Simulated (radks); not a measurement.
All-electron atom: Cr8+ in [Ne] 3s2 3p4. All-electron calculation, scalar-relativistic Kohn-Sham, r2SCAN, spin-polarised, spherical densities, finite nucleus; open shells are filled with parallel spins first; meta-GGA in the generalised Kohn-Sham scheme; Fermi nuclear charge, rms radius 3.6452 fm. Program: a radial shooting solver on a logarithmic mesh with Libxc functionals.

Unscreened Slater integrals over Kohn-Sham orbitals (hartree). They are taken over the spin-up orbitals.

integral     value
F0(3p,3p)   1.0856
F2(3p,3p)  0.55432
F0(3p,3s)   1.0935
G1(3p,3s)  0.73030
F0(3p,2p)   1.4523
F2(3p,2p)  0.31588
G0(3p,2p)  0.12701
G2(3p,2p)  0.13362
F0(3s,3s)   1.1027
F0(3s,2p)   1.4520
G1(3s,2p)  0.13080
F0(2p,2p)   3.5350
F2(2p,2p)   1.6637

Derived for the open shells (J is the average intra-shell exchange parameter used in DFT+U). 3p: J = F2/5 = 0.1109 hartree; in LS coupling 1D lies 6 F2/25 = 0.1330 hartree above 3P.
